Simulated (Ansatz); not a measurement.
Cost and result for the atomization energy of CH₈N₂Si, SMILES `CN[SiH2]N` (12 atoms, 11 bonds).

Z-matrix (Å, degrees):
```
C
N 1 1.444
H 1 1.095 2 111.3
H 1 1.093 2 109.3 3 -118.3
H 1 1.098 2 113.5 3 121.9
Si 2 1.710 1 125.5 3 142.8
H 2 1.008 1 114.0 3 -57.0
N 6 1.711 2 108.2 1 -154.0
H 6 1.494 2 103.6 1 -28.6
H 6 1.495 2 117.4 1 89.6
H 8 1.006 6 121.8 2 61.0
H 8 1.006 6 120.4 2 -147.6
```

The species carries charge 0 and has multiplicity 1. The structure was optimised at the PBE0-D4/def2-TZVP level. It is one conformer, not always the lowest. Program: Ansatz. All runs use 4 threads of an AMD EPYC 7B13 on a shared host. Times are those of one run each, without the atoms' runs, and a repeat can differ threefold. Electronic energies, without spin–orbit coupling; frozen cores. CCSD(T)/CBS adds CCSD(T) − MP2 in def2-TZVPP to the MP2 limit, and its time is that of the two runs behind it. T1 = 0.010.

CCSD(T)/CBS is a level of theory with its own doubt, some kJ/mol a heavy atom from the limit and from the frozen cores, so smaller differences don't rank the functionals.

```csv
level,functions,wall time,atomization (kcal/mol),difference from CCSD(T)/CBS,per bond
LDA (SPW92)/def2-TZVPP,247,1 s,1134.3,131.3,11.9
BLYP-D4/def2-TZVPP,247,1.4 s,1003.5,0.5,0.1
revPBE-D4/def2-TZVPP,247,1.5 s,991.0,-12.0,-1.1
PBE-D4/def2-TZVPP (with forces),247,1.8 s,1012.7,9.7,0.9
BHLYP-D4/def2-TZVPP,247,2.2 s,981.0,-22.0,-2.0
CAM-B3LYP-D4/def2-TZVPP,247,2.5 s,1011.0,8.0,0.7
r2SCAN-D4/def2-TZVPP (with forces),247,3 s,996.2,-6.8,-0.6
CCSD(T)/def2-SVP,100,3 s,930.8,-72.2,-6.6
r2SCANh-D4/def2-TZVPP,247,3.3 s,991.4,-11.6,-1.1
B2PLYP/def2-TZVPP,247,3.8 s,992.6,-10.4,-0.9
MP2/def2-QZVPP,481,16 s,996.2,-6.8,-0.6
CCSD(T)/def2-TZVPP,247,74 s,973.0,-30.0,-2.7
CCSD(T)/CBS(def2),–,90 s,1003.0,0.0,0.0
```

The D4 term adds +7.8 kcal/mol with B3LYP and +4.1 kcal/mol with PBE0; it sums over pairs of atoms, weighted by their polarisabilities, and B3LYP, whose exchange is more repulsive, gets the larger term. From PBE to PBE0 (25 % exact exchange), in def2-TZVPP and without D4, the atomization energy moves by −14.1 kcal/mol: exact exchange takes away binding that semilocal exchange gives to molecules. At CCSD(T), def2-SVP lies −72.1 kcal/mol from the extrapolated value and def2-TZVPP −29.9 kcal/mol: correlation converges slowly with the basis, and small sets miss more of it in the bonded molecule than in its fragments.

B3LYP here is the variant with VWN-RPA as its local correlation; programs differ in this.
